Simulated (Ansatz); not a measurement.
Reaction (formal exchange of groups at the Al–O bond): `BB[O][AlH2]` + `[AlH2][CH2][GeH3]` → `[AlH2][CH]([AlH2])[GeH3]` + `BBO`

Gas-phase electronic energies from Ansatz, PBE0-D4/def2-TZVP geometries. CCSD(T)/CBS is the MP2 limit (def2-TZVPP, def2-QZVPP) plus CCSD(T) − MP2 in def2-TZVPP, frozen cores. DFT in def2-TZVPP. B3LYP here is the variant with VWN-RPA as its local correlation; programs differ in this. HSE06 is defined as in plane-wave codes. For Ge outer-core shells are correlated without core-valence functions, which leaves a few kJ/mol of doubt a bond. Scalar relativity is left out up to krypton. Each species was taken in one conformer, which may not be the lowest.

```json
{"level": "LDA (SPW92)", "ΔE (kcal/mol)": "22.8", "difference from CCSD(T)/CBS": "-1.6"}
{"level": "revPBE-D4", "ΔE (kcal/mol)": "22.8", "difference from CCSD(T)/CBS": "-1.6"}
{"level": "BLYP-D4", "ΔE (kcal/mol)": "26.9", "difference from CCSD(T)/CBS": "2.5"}
{"level": "r2SCAN-D4", "ΔE (kcal/mol)": "25.1", "difference from CCSD(T)/CBS": "0.7"}
{"level": "PBE0-D4", "ΔE (kcal/mol)": "23.2", "difference from CCSD(T)/CBS": "-1.2"}
{"level": "B3LYP-D4", "ΔE (kcal/mol)": "27.0", "difference from CCSD(T)/CBS": "2.6"}
{"level": "r2SCAN0-D4", "ΔE (kcal/mol)": "25.1", "difference from CCSD(T)/CBS": "0.7"}
{"level": "HSE06-D4", "ΔE (kcal/mol)": "23.1", "difference from CCSD(T)/CBS": "-1.3"}
{"level": "BHLYP-D4", "ΔE (kcal/mol)": "27.4", "difference from CCSD(T)/CBS": "3.0"}
{"level": "CAM-B3LYP-D4", "ΔE (kcal/mol)": "27.9", "difference from CCSD(T)/CBS": "3.5"}
{"level": "ωB97X-V", "ΔE (kcal/mol)": "25.3", "difference from CCSD(T)/CBS": "0.9"}
{"level": "ωB97M-V", "ΔE (kcal/mol)": "24.9", "difference from CCSD(T)/CBS": "0.5"}
{"level": "B2PLYP", "ΔE (kcal/mol)": "27.3", "difference from CCSD(T)/CBS": "2.9"}
{"level": "PBE-QIDH", "ΔE (kcal/mol)": "24.1", "difference from CCSD(T)/CBS": "-0.3"}
{"level": "PBE", "ΔE (kcal/mol)": "23.8", "difference from CCSD(T)/CBS": "-0.6"}
{"level": "revPBE", "ΔE (kcal/mol)": "24.2", "difference from CCSD(T)/CBS": "-0.2"}
{"level": "BLYP", "ΔE (kcal/mol)": "28.7", "difference from CCSD(T)/CBS": "4.3"}
{"level": "r2SCAN", "ΔE (kcal/mol)": "25.3", "difference from CCSD(T)/CBS": "0.9"}
{"level": "PBE0", "ΔE (kcal/mol)": "24.0", "difference from CCSD(T)/CBS": "-0.4"}
{"level": "B3LYP", "ΔE (kcal/mol)": "28.5", "difference from CCSD(T)/CBS": "4.1"}
{"level": "r2SCAN0", "ΔE (kcal/mol)": "25.4", "difference from CCSD(T)/CBS": "1.0"}
{"level": "HSE06", "ΔE (kcal/mol)": "23.9", "difference from CCSD(T)/CBS": "-0.5"}
{"level": "CAM-B3LYP", "ΔE (kcal/mol)": "28.8", "difference from CCSD(T)/CBS": "4.4"}
{"level": "LC-ωPBE", "ΔE (kcal/mol)": "24.8", "difference from CCSD(T)/CBS": "0.4"}
{"level": "RPA@PBE/def2-TZVPP", "ΔE (kcal/mol)": "23.9", "difference from CCSD(T)/CBS": "-0.5"}
{"level": "HF/def2-SVP", "ΔE (kcal/mol)": "29.4", "difference from CCSD(T)/CBS": "5.0"}
{"level": "MP2/def2-SVP", "ΔE (kcal/mol)": "24.3", "difference from CCSD(T)/CBS": "-0.1"}
{"level": "CCSD/def2-SVP", "ΔE (kcal/mol)": "24.9", "difference from CCSD(T)/CBS": "0.5"}
{"level": "CCSD(T)/def2-SVP", "ΔE (kcal/mol)": "24.0", "difference from CCSD(T)/CBS": "-0.4"}
{"level": "HF/def2-TZVPP", "ΔE (kcal/mol)": "30.6", "difference from CCSD(T)/CBS": "6.2"}
{"level": "MP2/def2-TZVPP", "ΔE (kcal/mol)": "24.6", "difference from CCSD(T)/CBS": "0.2"}
{"level": "SCS-MP2/def2-TZVPP", "ΔE (kcal/mol)": "25.8", "difference from CCSD(T)/CBS": "1.4"}
{"level": "CCSD/def2-TZVPP", "ΔE (kcal/mol)": "25.5", "difference from CCSD(T)/CBS": "1.1"}
{"level": "CCSD(T)/def2-TZVPP", "ΔE (kcal/mol)": "24.4", "difference from CCSD(T)/CBS": "0.0"}
{"level": "HF/def2-QZVPP", "ΔE (kcal/mol)": "31.0", "difference from CCSD(T)/CBS": "6.6"}
{"level": "MP2/def2-QZVPP", "ΔE (kcal/mol)": "24.7", "difference from CCSD(T)/CBS": "0.3"}
{"level": "SCS-MP2/def2-QZVPP", "ΔE (kcal/mol)": "25.9", "difference from CCSD(T)/CBS": "1.5"}
{"level": "HF/CBS(def2)", "ΔE (kcal/mol)": "31.0", "difference from CCSD(T)/CBS": "6.6"}
{"level": "MP2/CBS(def2)", "ΔE (kcal/mol)": "24.5", "difference from CCSD(T)/CBS": "0.1"}
{"level": "CCSD/CBS(def2)", "ΔE (kcal/mol)": "25.5", "difference from CCSD(T)/CBS": "1.1"}
{"level": "CCSD(T)/CBS", "ΔE (kcal/mol)": "24.4", "difference from CCSD(T)/CBS": "0"}
```

Largest T1 diagnostic among the species: 0.014.

The D4 term adds −1.6 kcal/mol with B3LYP and −0.9 kcal/mol with PBE0; it sums over pairs of atoms, weighted by their polarisabilities, and B3LYP, whose exchange is more repulsive, gets the larger term. In def2-TZVPP, CCSD(T) changes the Hartree–Fock value by −6.2 kcal/mol (the triples alone add −1.1 kcal/mol) and MP2 by −6.1 kcal/mol.
